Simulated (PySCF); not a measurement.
W(O)(NH)(Me)(SH) (CH5NOSW), SMILES [CH3][W](=[NH])(=[O])[SH], multiplicity 1. The structure is a stationary point at PBE-D3(BJ)/def2-SVP. The spin state was assumed, not searched. The structure was generated by enumeration; whether it is a known compound was not checked. The def2 effective core potentials stand for the cores of W; spin–orbit coupling is left out. The values are those of a single conformer.

Computed equilibrium geometry at PBE-D3(BJ)/def2-SVP (PySCF confirms it by a frequency run) as bond lengths and angles (one conformer of several):
Atoms: W1 O2 N3 H4 C5 H6 H7 H8 S9 H10. Bonded distances (Å): W1–O2 1.725, W1–N3 1.771, W1–C5 2.120, W1–S9 2.367, N3–H4 1.027, C5–H6 1.109, C5–H7 1.112, C5–H8 1.110, S9–H10 1.367. Bond angles (°): O2–W1–N3 112.8, O2–W1–C5 105.7, O2–W1–S9 114.5, N3–W1–C5 104.3, N3–W1–S9 107.3, C5–W1–S9 112.0, W1–N3–H4 144.8, W1–C5–H6 111.6, W1–C5–H7 109.4, W1–C5–H8 109.8, H6–C5–H7 108.3, H6–C5–H8 108.3, H7–C5–H8 109.4, W1–S9–H10 93.4.
Charge 0, spin multiplicity 1.
